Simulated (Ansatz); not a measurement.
Consider the formal exchange of groups at a Te–Si bond: `[TeH][SiH]1CC1` + `B1N[SiH2]1` → `[TeH]B1N[SiH2]1` + `C1C[SiH2]1`.

Program: Ansatz. Geometries: PBE0-D4/def2-TZVP. ΔE: electronic, gas phase. CBS: MP2 limit from def2 TZ/QZ plus the TZ coupled-cluster correction, frozen cores. DFT in def2-TZVPP. def2 core potentials past Kr. For Te outer-core shells are correlated without core-valence functions, which leaves a few kJ/mol of doubt a bond.

```tsv
level	ΔE (kJ/mol)
r2SCANh	8.7
LC-ωPBE	8.8
```

(1) What does CCSD(T)/CBS give? (Best estimate.)

(2) What do rigid-rotor, harmonic-oscillator terms from PBE0-D4/def2-TZVP frequencies (298.15 K, 1 bar) make of the CCSD(T)/CBS value? (Best estimate.)

Largest T1 diagnostic among the species: 0.014.

## Answers

(1) Ansatz gave: +8.9 kJ/mol. The listed levels differ from it by -0.2, -0.1 kJ/mol.

(2) The calculation gave: ΔZPE = -1.6 kJ/mol, ΔH = +6.8 kJ/mol, ΔS = -10 J/(mol·K), ΔG = +9.9 kJ/mol.

In def2-TZVPP, CCSD(T) changes the Hartree–Fock value by −5.1 kJ/mol (the triples alone add −0.7 kJ/mol) and MP2 by −5.3 kJ/mol. Leaving LDA and LC-ωPBE aside and taking each functional with its dispersion term where it has one, the values, not all of them listed here, spread over 5.1 kJ/mol, from B97M-V to ωB97M-V. At CCSD(T), def2-SVP lies −9.8 kJ/mol from the extrapolated value and def2-TZVPP −4.6 kJ/mol.

CCSD(T)/CBS has its own doubt, a few kJ/mol and more with outer-core shells, so smaller differences from it don't rank the levels.
